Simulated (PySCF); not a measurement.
H3OSi, SMILES [OH+]=[SiH2], charge +1.

The structure is a stationary point at r2SCAN-D4/def2-TZVP. The isomer is the one that the SMILES or the coordinates give; other isomers of the formula were not compared.

Two levels are set side by side: TDDFT-PBE/def2-TZVPD (PySCF) and ADC(2)/aug-cc-pVDZ (PySCF). Vertical, same geometry; the bases differ. Differences are taken from unrounded values.

```tsv
quantity	ADC(2)	TDDFT-PBE	TDDFT-PBE minus ADC(2)
lowest singlet excitation (eV)	6.30	5.58	-0.72
```

Functionals without exact exchange tend to place singlet excitations lower, as here. Differences between two approximate levels are no errors against the true value.
